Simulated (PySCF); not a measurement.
**Dipole polarisabilities along the third row**

Calculated with PySCF 2.14 for the ground configurations, without spin-orbit coupling: coupled response for Hartree-Fock and DFT, finite fields for MP2 and CCSD(T), with Mg [Ne]; Al [Ne]; Si [Ne]; P [Ne]; S [Ne]; Cl [Ne]; Ar [Ne] frozen. Mean α in bohr³, C₆ of like pairs in atomic units.

```json
{"species": "Mg [Ne] 3s2 (aug-cc-pVTZ-DK, spin-free X2C)", "α UHF": "80.89", "α PBE": "73.82", "α PBE0": "74.82", "α MP2": "76.58", "α CCSD(T)": "74.52", "α recommended (Schwerdtfeger and Nagle)": "71.2 ± 0.4", "C₆ UHF": "756.2", "C₆ PBE": "656.9", "C₆ PBE0": "672.4"}
{"species": "Al [Ne] 3s2 3p1 (aug-cc-pVTZ-DK, spin-free X2C)", "α UHF": "61.57", "α PBE": "65.73", "α PBE0": "62.76", "α MP2": "60.46", "α CCSD(T)": "58.70", "α recommended (Schwerdtfeger and Nagle)": "57.8 ± 1", "C₆ UHF": "558.0", "C₆ PBE": "586.2", "C₆ PBE0": "559.2"}
{"species": "Si [Ne] 3s2 3p2 (aug-cc-pV(T+d)Z, non-relativistic)", "α UHF": "38.53", "α PBE": "41.43", "α PBE0": "39.74", "α MP2": "37.94", "α CCSD(T)": "37.51", "α recommended (Schwerdtfeger and Nagle)": "37.3 ± 0.7", "C₆ UHF": "318.0", "C₆ PBE": "343.1", "C₆ PBE0": "327.1"}
{"species": "P [Ne] 3s2 3p3 (aug-cc-pV(T+d)Z, non-relativistic)", "α UHF": "25.41", "α PBE": "27.32", "α PBE0": "26.29", "α MP2": "25.05", "α CCSD(T)": "25.03", "α recommended (Schwerdtfeger and Nagle)": "25 ± 1", "C₆ UHF": "188.5", "C₆ PBE": "204.9", "C₆ PBE0": "195.6"}
{"species": "S [Ne] 3s2 3p4 (aug-cc-pV(T+d)Z, non-relativistic)", "α UHF": "18.92", "α PBE": "20.54", "α PBE0": "19.77", "α MP2": "19.32", "α CCSD(T)": "19.34", "α recommended (Schwerdtfeger and Nagle)": "19.4 ± 0.1", "C₆ UHF": "129.5", "C₆ PBE": "143.0", "C₆ PBE0": "136.4"}
{"species": "Cl [Ne] 3s2 3p5 (aug-cc-pVTZ-DK, spin-free X2C)", "α UHF": "13.90", "α PBE": "15.13", "α PBE0": "14.59", "α MP2": "14.34", "α CCSD(T)": "14.39", "α recommended (Schwerdtfeger and Nagle)": "14.6 ± 0.1", "C₆ UHF": "87.86", "C₆ PBE": "97.39", "C₆ PBE0": "93.13"}
{"species": "Ar [Ar] (aug-cc-pVTZ-DK, spin-free X2C)", "α UHF": "10.45", "α PBE": "11.37", "α PBE0": "10.99", "α MP2": "10.83", "α CCSD(T)": "10.86", "α recommended (Schwerdtfeger and Nagle)": "11.083 ± 0.007", "C₆ UHF": "61.00", "C₆ PBE": "67.61", "C₆ PBE0": "64.81"}
```

Hartree-Fock lacks correlation. PBE lies above the recommended values here, as self-interaction makes its density too diffuse. MP2 and CCSD(T) carry the error of the frozen core. All values carry a basis error.
